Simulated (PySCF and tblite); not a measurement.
Results of a calculation; reference values are marked as such.
C₇H₄O₃, numbered as in [O:1]=[CH:2][C:3]1=[CH:4][C:5](=[O:6])[C:7](=[O:8])[CH:9]=[CH:10]1.

Free energies: B3LYP-D3(BJ)/def2-SVP (IEF-PCM, cyclohexane) on GFN2-xTB structures plus GFN2-xTB thermal terms, symmetry and mirror images included. Conformers within 3 kcal/mol (GFN2-xTB free energy) were kept, 7 at most. GIAO shieldings: B97-2/pcSseg-1 (IEF-PCM, cyclohexane). Shifts are against TMS (¹H), TMS (¹³C) at the same level. (PySCF 2.14, tblite 0.8.)

**Question.** Predict the averaged NMR shifts at 298.15 K.

**Answer.** ¹H: 9.98 (H2, 1H), 7.86 (H10, 1H), 6.52 (H9, 1H), 6.43 (H4, 1H) ppm. ¹³C: 195.4 (C2), 186.5 (C5), 181.9 (C7), 142.7 (C3), 139.0 (C10), 139.0 (C4), 134.8 (C9) ppm.

**Question.** How do the conformers differ?

**Answer.** Torsions listed: O1–C2–C3–C4. The 6-ring runs over atoms 3–4–5–7–9–10.
| conformer | shape | weight % |
| --- | --- | --- |
| 1 | 6-ring flat; 180° | 97.9 |
| 2 | 6-ring flat; 0° | 2.1 |

```json
{"signal": "H2", "1": "9.97", "2": "10.09", "average": "9.98"}
{"signal": "H4", "1": "6.42", "2": "6.66", "average": "6.43"}
{"signal": "H9", "1": "6.52", "2": "6.46", "average": "6.52"}
{"signal": "H10", "1": "7.87", "2": "7.54", "average": "7.86"}
{"signal": "C2", "1": "195.4", "2": "195.3", "average": "195.4"}
{"signal": "C3", "1": "142.7", "2": "139.8", "average": "142.7"}
{"signal": "C4", "1": "139.2", "2": "130.2", "average": "139.0"}
{"signal": "C5", "1": "186.5", "2": "185.1", "average": "186.5"}
{"signal": "C7", "1": "181.8", "2": "182.7", "average": "181.9"}
{"signal": "C9", "1": "134.9", "2": "134.4", "average": "134.8"}
{"signal": "C10", "1": "139.0", "2": "141.3", "average": "139.0"}
```

**Question.** Which signal moves most, for its nucleus, between 220 and 380 K through the change of populations alone?

**Answer.** C4: 139.1 ppm at 220 K, 139.1 ppm at 260 K, 139.0 ppm at 298.15 K, 138.9 ppm at 340 K, 138.7 ppm at 380 K.

The coupling runs lie near a triplet instability, so couplings are doubtful. Shifts are unscaled: against experiment ¹³C can be off by 15 ppm or more and ¹H by 0.8 ppm.


Conformer gaps in def2-SVP on xTB geometries can be 2 kcal/mol too large for S=O, P=O and other polar bonds.